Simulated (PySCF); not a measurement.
Geometries of 2 isomers of C2H8SiTe, from PBE0-D3(BJ)/def2-SVP geometry optimisation, gas phase, def2 core potentials past Kr in PySCF 2.14.0. One conformer each, no zero-point energy, no frequencies.

Question: Which is lower in electronic energy at this level?
A.
```xyz
12
angstrom
C     -1.528    0.380    0.147
C     -0.959   -0.970   -0.231
Te     0.761   -0.889   -1.573
Si     2.225    0.246    0.099
H     -0.802    0.991    0.705
H     -2.415    0.254    0.790
H     -1.831    0.955   -0.741
H     -0.638   -1.550    0.646
H     -1.688   -1.581   -0.783
H      3.624    0.155   -0.413
H      1.877    1.685    0.302
H      2.114   -0.456    1.416
```
B.
```xyz
12
angstrom
C     -1.091   -1.106   -0.428
C     -0.671   -0.056    0.593
Si     0.547    1.234   -0.042
Te     2.678    0.217   -0.902
H     -1.581   -0.648   -1.302
H     -0.221   -1.671   -0.800
H     -1.799   -1.829    0.006
H     -1.547    0.504    0.970
H     -0.214   -0.529    1.479
H      0.002    1.955   -1.234
H      0.859    2.224    1.032
H      3.090   -0.313    0.622
```

Answer: B. That is `CC[SiH2][TeH]`, 9.3 kcal/mol below the other.

```
       SMILES        atoms numbered as above      E (Eh)  relative (kcal/mol)  relative (kJ/mol)  dipole (D)
CC[SiH2][TeH]  [CH3:1][CH2:2][SiH2:3][TeH:4]  -638.20277                  0.0                0.0        1.53
 CC[Te][SiH3]   [CH3:1][CH2:2][Te:3][SiH3:4]  -638.18800                  9.3               38.8        1.37
```

As drawn, the lower has an Si–C bond, which the higher lacks.
